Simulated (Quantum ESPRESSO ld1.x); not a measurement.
Values are calculated unless marked as measured or tabulated.
Task: K XI, 9 electrons, occupied as [He] 2s2 2p5. Code: ld1.x of Quantum ESPRESSO 7.5. Model: non-relativistic Kohn-Sham, BLYP, spin-unpolarised, spherical densities, point nucleus. Some entries of the table are withheld. Estimate them.

orbital,occ.,eigenvalue (hartree),r(max) (bohr),<r^2> (bohr^2)
1s,2,(1),0.05349,0.008903
2s,2,(2),0.3142,(3)
2p,5,(4),(5),0.1374
3s,0,(6),0.9275,1.110
3p,0,-7.34936,0.9212,1.120

Result: 
(1) 1s eigenvalue (hartree): -139.535
(2) 2s eigenvalue (hartree): -22.1431
(3) 2s <r^2> (bohr^2): 0.1675
(4) 2p eigenvalue (hartree): -19.7577
(5) 2p r(max) (bohr): 0.2557
(6) 3s eigenvalue (hartree): -8.03923
